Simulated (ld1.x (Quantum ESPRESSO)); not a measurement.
## titanium: excitation energies, all-electron against TM

* Element: titanium
* Generator: ld1.x (Quantum ESPRESSO) 7.5
* Type: norm-conserving Troullier–Martins (Kleinman–Bylander form)
* Functional: PBE
* Relativity: scalar-relativistic
* Frozen core: [Ar]
* Valence charge: 4
* Reference configuration: 3d1 4s0 4p0 (charge +3)
* Partial waves: 4s (bound, empty): rc 2.10 bohr; 4p (bound, empty): rc 2.10 bohr; 3d (bound): rc 1.10 bohr
* Local potential: all-electron potential smoothed inside 1.70 bohr (lloc = -1)
* Core correction: none

Energies are relative to the spin-unpolarised reference configuration 3d1 4s0 4p0; without spin polarisation the order of configurations can differ from experiment.

```
valence configuration  charge  ΔE all-electron (eV)  error AE − PS (meV)
          3d2 4s2 4p0       0               -47.867                 +928
          3d2 4s1 4p0      +1               -40.521                 +558
          3d2 4s0 4p1      +1               -36.744                 +613
      3d2.5 4s1.5 4p0       0               -47.514                 +731
        3d2 4s1.5 4p0    +0.5               -44.930                 +769
          3d2 4s0 4p2       0               -41.580                 +963
```

Q: What are ΔE and the potential's error for 3d2 4s0 4p0?

A: ΔE = -26.948 eV all-electron; the error (AE − PS) is +120 meV.

Levels in the configuration 3d2 4s0 4p2:

```csv
level,all-electron (eV),pseudo (eV)
3d,-6.595,-6.518
4p,-2.584,-2.784
```

Note: ghost state, extra bound levels that the all-electron valence spectrum of the same l lacks: s at -53.6 eV. A true bound ghost makes a file unfit for plane-wave use.
